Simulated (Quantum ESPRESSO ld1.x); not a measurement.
Problem. The iodine anion I-, 54 electrons, occupied as [Xe]. All-electron calculation, non-relativistic Kohn-Sham, LDA (Slater exchange, Perdew-Zunger correlation), spin-polarised, spherical densities, point nucleus; relativity is left out, which matters for an element this heavy. Program: ld1.x of Quantum ESPRESSO 7.5. Some entries of the table are withheld. Estimate them.

orbital  occ.  eigenvalue (eV)  <r^2> (bohr^2)
1s          2       -31605.976             (1)
2s          2        -4756.145         0.01792
2p          6        -4471.240         0.01345
3s          2         -951.160             (2)
3p          6         -831.097          0.1176
3d         10              (3)         0.09876
4s          2         -158.559          0.6706
4p          6         -116.565             (4)
4d         10          -44.889          0.9825
5s          2              (5)           4.956
5p          6           -0.276             (6)

Solution. 
(1) 1s <r^2> (bohr^2): 0.001102
(2) 3s <r^2> (bohr^2): 0.1231
(3) 3d eigenvalue (eV): -607.137
(4) 4p <r^2> (bohr^2): 0.7390
(5) 5s eigenvalue (eV): -8.782
(6) 5p <r^2> (bohr^2): 8.837
